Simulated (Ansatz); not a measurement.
Input file for `CC1OB1O`:

```yaml
crystal:
  periodic: [false, false, false]
  atoms:
    - {symbol: C, position_ang: [-1.037336, -0.883873, 0.320365]}
    - {symbol: C, position_ang: [0.281428, -0.199573, 0.502699]}
    - {symbol: O, position_ang: [1.338152, -0.584686, -0.521332]}
    - {symbol: B, position_ang: [0.953217, 0.693095, -0.513734]}
    - {symbol: O, position_ang: [1.247116, 1.798678, -1.216612]}
    - {symbol: H, position_ang: [-1.399145, -0.799008, -0.705897]}
    - {symbol: H, position_ang: [-0.972727, -1.945244, 0.576541]}
    - {symbol: H, position_ang: [-1.780535, -0.426430, 0.979844]}
    - {symbol: H, position_ang: [0.690415, -0.278841, 1.509347]}
    - {symbol: H, position_ang: [0.762716, 2.574680, -0.928221]}
basis:
  gaussian: {orbitals: def2-SVP}
correlation: {method: ccsd_t}
```

```sh
$ ansatz run in.yaml --threads 2 --pin off --events-out ev --progress --plain --max-ram 4352MiB
```

Log, shortened:

```
Functional definition: HF
947 factors; integrals over basis functions are off by at most 1.5e-3 eV
mean field evaluation 1: about -6878.1657 eV, gradient 4.1e1 eV
mean field evaluation 2: about -6878.2818 eV, gradient 4.1e1 eV
mean field evaluation 4: about -6881.9865 eV, gradient 4.3e0 eV
mean field evaluation 8: about -6882.0472 eV, gradient 9.8e-2 eV
mean field -6882.04721817 eV, -252.9105704484 hartree, gradient 6.8e-7 eV, S^2 0.000000; 0 other end points of the search recorded, 0 dependent functions left out
5 core orbitals not correlated: weight in the atoms' cores, before any rotation towards them, 1.000 or more for the frozen orbitals, at most 0.000 for the correlated occupied ones
reference -6882.04721817 eV, -252.9105704484 hartree; 14, 14 occupied and 76, 76 virtual orbitals, 947 factors
second order -19.80536455 eV of doubles, -0.00000000 eV of singles
cycle   1  -20.10749538 eV  change   -3.0e-1 eV  update   1.1e-1
cycle   2  -20.60858756 eV  change   -5.0e-1 eV  update   3.1e-2
cycle   3  -20.75035122 eV  change   -1.4e-1 eV  update   1.7e-2
cycle   4  -20.74259613 eV  change    7.8e-3 eV  update   3.9e-3
cycle   5  -20.74182262 eV  change    7.7e-4 eV  update   1.7e-3
cycle   6  -20.74225906 eV  change   -4.4e-4 eV  update   5.2e-4
cycle   7  -20.74190773 eV  change    3.5e-4 eV  update   2.0e-4
cycle   8  -20.74185649 eV  change    5.1e-5 eV  update   6.4e-5
cycle   9  -20.74187860 eV  change   -2.2e-5 eV  update   2.2e-5
perturbative correction -0.61227653 eV, -0.0225007474 hartree
Total energy: -6903.40137329 eV, -253.6953211750 hartree
```

It took 6.5 s on 2 threads of an Arm Neoverse V1 on a shared host, with 0.4 GiB of host memory at the peak.

MP2 recovers 92.7 % of the CCSD(T) correlation energy and the triples give 2.9 %; T1 = 0.0139.
